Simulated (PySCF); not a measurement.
PySCF input (M06-2X/def2-TZVPD):

```python
from pyscf import gto, scf, dft

mol = gto.M(
    atom='''
    Rb   -0.00000000   -0.00000000   -2.05688587
    I     0.00000000    0.00000000    1.43593919
    ''',
    basis='def2-tzvpd',
    ecp='def2-tzvp',
    charge=-1,
    spin=1,
    symmetry='C2v',
    verbose=4,
)

mf = dft.UKS(mol, xc='m062x').density_fit(auxbasis='def2-universal-jkfit')
mf.grids.level = 4
mf.conv_tol = 1e-9
mf.max_cycle = 100
mf.max_memory = 1500
mf.kernel()
if not mf.converged:
    mf = mf.newton()
    mf.kernel(mf.make_rdm1())
mf.analyze()
```

End of the output:

```
Extra cycle  E= -321.780524100928  delta_E= -3.23e-11  |g|= 1.35e-06  |ddm|= 2.99e-05
converged SCF energy = -321.780524100928  <S^2> = 0.75083498  2S+1 = 2.0008348
**** SCF Summaries ****
Total Energy =                        -321.780524100928005
Nuclear Repulsion Energy =              34.088415655435092
One-electron Energy =                 -632.582799532278159
Two-electron Energy =                  276.713859775915068
Two-electron Coulomb Energy =          302.683520869683548
DFT Exchange-Correlation Energy =      -25.969661093768476
HOMO-LUMO gap [eV] =                     1.817776982031181
Wave-function symmetry = A1
alpha occupancy for each irrep:     A1   A2   B1   B2
                                     9    1    4    4
beta  occupancy for each irrep:     A1   A2   B1   B2
                                     8    1    4    4
**** MO energy ****
alpha MO #1 (A1 #1), energy= -6.87879003317493 occ= 1
alpha MO #2 (A1 #2), energy= -4.86564433628577 occ= 1
alpha MO #3 (B1 #1), energy= -4.86505558303327 occ= 1
alpha MO #4 (B2 #1), energy= -4.86505558303326 occ= 1
alpha MO #5 (A1 #3), energy= -1.83396537080035 occ= 1
alpha MO #6 (B1 #2), energy= -1.83366345802911 occ= 1
alpha MO #7 (B2 #2), energy= -1.83366345802911 occ= 1
alpha MO #8 (A1 #4), energy= -1.83305129000598 occ= 1
alpha MO #9 (A2 #1), energy= -1.83305067273674 occ= 1
alpha MO #10 (A1 #5), energy= -1.2262268543891 occ= 1
alpha MO #11 (A1 #6), energy= -0.570168143973379 occ= 1
alpha MO #12 (B1 #3), energy= -0.569395433004525 occ= 1
alpha MO #13 (B2 #3), energy= -0.569395433004525 occ= 1
alpha MO #14 (A1 #7), energy= -0.545384477922084 occ= 1
alpha MO #15 (A1 #8), energy= -0.131390993870621 occ= 1
alpha MO #16 (B1 #4), energy= -0.123027002724903 occ= 1
alpha MO #17 (B2 #4), energy= -0.123027002724904 occ= 1
alpha MO #18 (A1 #9), energy= -0.00384554973540308 occ= 1
alpha MO #19 (B1 #5), energy= 0.0883177341209018 occ= 0
alpha MO #20 (B2 #5), energy= 0.0883177341209 occ= 0
alpha MO #21 (A1 #10), energy= 0.094184431308876 occ= 0
alpha MO #22 (A1 #11), energy= 0.104638168447071 occ= 0
alpha MO #23 (A2 #2), energy= 0.104638467227322 occ= 0
alpha MO #24 (B1 #6), energy= 0.107959499264399 occ= 0
alpha MO #25 (B2 #6), energy= 0.107959499264395 occ= 0
alpha MO #26 (A1 #12), energy= 0.111685735084403 occ= 0
alpha MO #27 (A1 #13), energy= 0.121568891109548 occ= 0
alpha MO #28 (A1 #14), energy= 0.151151806106533 occ= 0
alpha MO #29 (B1 #7), energy= 0.159388761195064 occ= 0
alpha MO #30 (B2 #7), energy= 0.159388761195045 occ= 0
alpha MO #31 (A2 #3), energy= 0.179421887225598 occ= 0
alpha MO #32 (A1 #15), energy= 0.179423335103973 occ= 0
alpha MO #33 (B1 #8), energy= 0.179855335980666 occ= 0
alpha MO #34 (B2 #8), energy= 0.179855335980662 occ= 0
alpha MO #35 (A1 #16), energy= 0.179971130329117 occ= 0
alpha MO #36 (B1 #9), energy= 0.193065412525011 occ= 0
alpha MO #37 (B2 #9), energy= 0.193065412525008 occ= 0
alpha MO #38 (A1 #17), energy= 0.241932121524433 occ= 0
alpha MO #39 (A2 #4), energy= 0.27427468799742 occ= 0
alpha MO #40 (A1 #18), energy= 0.274274877627062 occ= 0
alpha MO #41 (A1 #19), energy= 0.281946691378251 occ= 0
alpha MO #42 (A1 #20), energy= 0.304376772162319 occ= 0
alpha MO #43 (B1 #10), energy= 0.310461408981001 occ= 0
alpha MO #44 (B2 #10), energy= 0.310461408980993 occ= 0
alpha MO #45 (B1 #11), energy= 0.453440110859416 occ= 0
alpha MO #46 (B2 #11), energy= 0.453440110859397 occ= 0
alpha MO #47 (A1 #21), energy= 0.457527400107013 occ= 0
alpha MO #48 (A1 #22), energy= 0.49306690070987 occ= 0
alpha MO #49 (A2 #5), energy= 0.493072999468227 occ= 0
alpha MO #50 (B1 #12), energy= 0.497017385626103 occ= 0
alpha MO #51 (B2 #12), energy= 0.4970173856261 occ= 0
alpha MO #52 (A1 #23), energy= 0.57834434877635 occ= 0
alpha MO #53 (A2 #6), energy= 0.578345407625174 occ= 0
alpha MO #54 (A1 #24), energy= 0.592385286213458 occ= 0
alpha MO #55 (B1 #13), energy= 0.597545822800297 occ= 0
alpha MO #56 (B2 #13), energy= 0.597545822800296 occ= 0
alpha MO #57 (A1 #25), energy= 0.602723926573335 occ= 0
alpha MO #58 (B1 #14), energy= 0.699639868558449 occ= 0
alpha MO #59 (B2 #14), energy= 0.699639868558439 occ= 0
alpha MO #60 (A1 #26), energy= 0.75955109800121 occ= 0
alpha MO #61 (A1 #27), energy= 0.835251471736601 occ= 0
alpha MO #62 (A1 #28), energy= 0.881323007961515 occ= 0
alpha MO #63 (A1 #29), energy= 1.14690705671101 occ= 0
alpha MO #64 (A2 #7), energy= 1.14692549609338 occ= 0
alpha MO #65 (B1 #15), energy= 1.14827875752615 occ= 0
alpha MO #66 (B2 #15), energy= 1.14827875752615 occ= 0
alpha MO #67 (B1 #16), energy= 1.14895736621881 occ= 0
alpha MO #68 (B2 #16), energy= 1.14895736621881 occ= 0
alpha MO #69 (A1 #30), energy= 1.18676512815565 occ= 0
alpha MO #70 (B1 #17), energy= 1.47661929731024 occ= 0
alpha MO #71 (B2 #17), energy= 1.47661929731019 occ= 0
alpha MO #72 (A1 #31), energy= 1.57196266479028 occ= 0
alpha MO #73 (A2 #8), energy= 1.76513208644146 occ= 0
alpha MO #74 (A1 #32), energy= 1.76531258448851 occ= 0
alpha MO #75 (B1 #18), energy= 1.78495679862417 occ= 0
alpha MO #76 (B2 #18), energy= 1.78495679862418 occ= 0
alpha MO #77 (A1 #33), energy= 1.82206849754212 occ= 0
alpha MO #78 (A1 #34), energy= 3.37086679549475 occ= 0
alpha MO #79 (A2 #9), energy= 3.37088443946409 occ= 0
alpha MO #80 (B1 #19), energy= 3.37131019595813 occ= 0
alpha MO #81 (B2 #19), energy= 3.37131019595813 occ= 0
alpha MO #82 (B1 #20), energy= 3.37187242464073 occ= 0
alpha MO #83 (B2 #20), energy= 3.37187242464073 occ= 0
alpha MO #84 (A1 #35), energy= 3.38374610107395 occ= 0
alpha MO #85 (A1 #36), energy= 4.54246956360325 occ= 0
alpha MO #86 (A1 #37), energy= 12.8780899017828 occ= 0
alpha MO #87 (B1 #21), energy= 34.7491027190209 occ= 0
alpha MO #88 (B2 #21), energy= 34.7491027190207 occ= 0
alpha MO #89 (A1 #38), energy= 34.8280963753184 occ= 0
alpha MO #90 (A1 #39), energy= 39.0306783792158 occ= 0
alpha MO #91 (A1 #40), energy= 42.9777598559023 occ= 0
alpha MO #92 (A1 #41), energy= 117.776482026271 occ= 0
beta  MO #1 (A1 #1), energy= -6.87862275740748 occ= 1
beta  MO #2 (A1 #2), energy= -4.86532867691017 occ= 1
beta  MO #3 (B1 #1), energy= -4.86492427736822 occ= 1
beta  MO #4 (B2 #1), energy= -4.86492427736821 occ= 1
beta  MO #5 (A1 #3), energy= -1.83352227211952 occ= 1
beta  MO #6 (B1 #2), energy= -1.83328123809266 occ= 1
beta  MO #7 (B2 #2), energy= -1.83328123809267 occ= 1
beta  MO #8 (A1 #4), energy= -1.83283531985229 occ= 1
beta  MO #9 (A2 #1), energy= -1.83283479651963 occ= 1
beta  MO #10 (A1 #5), energy= -1.22459401940245 occ= 1
[...]
```
